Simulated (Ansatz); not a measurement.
Breaking the N3–H4 bond in CdH3N (SMILES [NH2][CdH]) (multiplicity 1 held, fragments rigid). Energies count from the point at 1.013 Å.
Geometry at that point (charge 0, multiplicity 1):
| atom | x (Å) | y (Å) | z (Å) |
|---|---|---|---|
| Cd | -0.1932 | -0.0408 | -0.2275 |
| H | -1.2093 | -0.2364 | -1.5204 |
| N | 1.1617 | 0.2684 | 1.2504 |
| H | 1.4991 | -0.5755 | 1.6986 |
| H | 0.8497 | 0.8903 | 1.9872 |

Signs of static correlation in def2-SVP, with CASSCF(2,2), from Ansatz (a quantum-chemistry and plane-wave program) runs.

```
R (Å)  T1 of restricted CCSD  ⟨S²⟩ of UHF  largest double amplitude of restricted CCSD  weight of the CASSCF reference in MRCISD  CASSCF natural occupations
-----  ---------------------  -----------  -------------------------------------------  ----------------------------------------  --------------------------
0.811                  0.015        0.000                                        0.032                                     0.908                   1.99 0.01
0.912                  0.016        0.000                                        0.032                                     0.908                   1.99 0.01
1.013                  0.016        0.000                                        0.033                                     0.907                   1.98 0.02
1.115                  0.016        0.000                                        0.033                                     0.907                   1.97 0.03
1.216                  0.017        0.000                                        0.033                                     0.906                   1.96 0.04
1.368                  0.018        0.000                                        0.041                                     0.906                   1.94 0.06
1.520                  0.020        0.171                                        0.036                                     0.906                   1.90 0.10
1.773                  0.024        0.694                                        0.057                                     0.907                   1.79 0.21
2.027                  0.031        0.892                                        0.224                                     0.907                   1.65 0.35
2.331                      ?        0.973                                            ?                                     0.908                   1.44 0.56
2.736                  0.061        1.003                                        0.597                                     0.908                   1.23 0.77
3.243                  0.075        1.012                                        0.769                                     0.908                   1.10 0.90
```

Q: Complete the blanks.

A: 
- 2.331, T1 of restricted CCSD: 0.043
- 2.331, largest double amplitude of restricted CCSD: 0.400

Doubts at one or more of the structures used: a restricted determinant that unrestricted orbitals would lower (R-CCSD(T)/def2-SVP); other coupled-cluster roots lie near (R-CCSD(T)/def2-SVP); T1 above 0.05 (R-CCSD(T)/def2-SVP, U-CCSD(T)/def2-SVP); a spin-contaminated determinant (U-CCSD(T)/def2-SVP).
